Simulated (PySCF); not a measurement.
NMR data simulated for an unnamed compound:

1H NMR (600 MHz, computed): δ 7.37 (s, 1H), 4.50 (m, 2H), 2.79 (m, 2H).

13C{1H} NMR (computed): δ 221.5 (C), 198.1 (C), 161.4 (C), 148.7 (CH), 37.1 (CH2).

- GFN2-xTB structure
- σ from GIAO-PBE0/pcSseg-1
- code: PySCF
- isolated molecule, relativity neglected, single conformer, one averaged value for each set of equivalent atoms

Chemical shifts δ = σref − σ; 1H (σref 31.72), 13C (σref 186.93) against TMS, all at this level.

**Question.** Which of these does the molecule contain: a CH3CH2 unit, a ketone, a tert-butyl group, a non-aromatic C=C double bond, an N-methyl group, a Si–H bond?

**Answer.** 
- A CH3CH2 unit: no.
- A ketone: yes (δC 198.1).
- A tert-butyl group: no.
- A non-aromatic C=C double bond: yes.
- An N-methyl group: no.
- A Si–H bond: yes (δH 4.50 (m)).

The data belong to `O=C1C=C(Cl)C(=O)[SiH2]C1`, C5H5ClO2Si; they needn't prove each group on their own.

Carbon signals by region: 3 in the far downfield region (above 160 ppm), 1 in the sp2 and nitrile region (100–160 ppm), 1 below 50 ppm. Above 160 ppm: 221.5, carbonyl carbon, 198.1, ketone carbonyl carbon, 161.4, β carbon of a C=C–C=O unit.

Carbons that carry Cl, above all several Cl atoms, come out too deshielded, partly because spin–orbit coupling is missing. Shifts are as computed. Against solution values, carbons near 30 ppm lie about +3 ppm off and those near 130 ppm about +5 ppm; carbons on Cl a further +6 ppm. Of 1309 compounds with measured shifts, 239 miss one by over three times the rms of a fit or turn the order of signals round; such compounds aren't used in these exercises. Multiplicities follow the n + 1 count of equivalent neighbours, as no J values were calculated; m marks all less simple cases, F and P coupling included.
